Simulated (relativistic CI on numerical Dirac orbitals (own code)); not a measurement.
## Crystal-field levels of Sm²⁺, 4f6

Calculated by Dirac-Coulomb-Breit CI, orbitals from a KLI potential per configuration, model QED (radiative potential, 1s self-energy scaled to tabulated hydrogen-like ionisation energies), valence Slater integrals scaled by 0.85, one configuration in a parametric crystal field (own radial code).

Field parameters in Wybourne normalisation. The field is a parameter set, without covalency.

S and J are read from ⟨S²⟩ = S(S + 1) and ⟨J²⟩ = J(J + 1) of each level; they are not fictitious spins.

D3d, B20 = 450, B40 = -120, B43 = -730, B60 = 420, B63 = 60, B66 = -130 cm⁻¹, the lowest 16 levels:

```
E (cm⁻¹)  Degeneracy  Irrep     S     J
     0.0           1     A1  2.95  0.15
     253           2      E  2.96  1.05
     383           1     A2  2.96  1.06
     734           2      E  2.97  2.03
     868           1     A1  2.97  2.06
     880           2      E  2.97  2.03
    1452           1     A2  2.98  3.02
    1507           2      E  2.98  3.02
    1508           1     A1  2.98  2.99
    1535           2      E  2.98  3.01
    1580           1     A2  2.98  3.00
    2161           1     A1  2.98  4.01
    2254           2      E  2.98  3.99
    2265           1     A2  2.98  4.01
    2332           2      E  2.98  4.01
    2384           1     A1  2.98  4.02
```

D3h, B20 = -50, B40 = -50, B60 = -60, B66 = 10 cm⁻¹, the lowest 10 levels:

| E (cm⁻¹) | Degeneracy | S | J |
| --- | --- | --- | --- |
| 0.0 | 1 | 2.95 | 0.00 |
| 284 | 1 | 2.96 | 1.00 |
| 298 | 2 | 2.96 | 1.00 |
| 811 | 2 | 2.97 | 2.00 |
| 816 | 1 | 2.97 | 2.00 |
| 822 | 2 | 2.97 | 2.00 |
| 1493 | 1 | 2.98 | 3.00 |
| 1499 | 2 | 2.98 | 3.00 |
| 1501 | 2 | 2.98 | 3.00 |
| 1501 | 1 | 2.98 | 3.00 |

The next free-ion level lies 293 cm⁻¹ above the lowest; the ground level cannot split, and the field only mixes in higher J.

Levels of this model without a field, named by their leading LS term: 7F_0 0, 7F_1 293, 7F_2 816, 7F_3 1499, 7F_4 2289, 7F_5 3147, 7F_6 4045, 5D_0 14383 cm⁻¹.
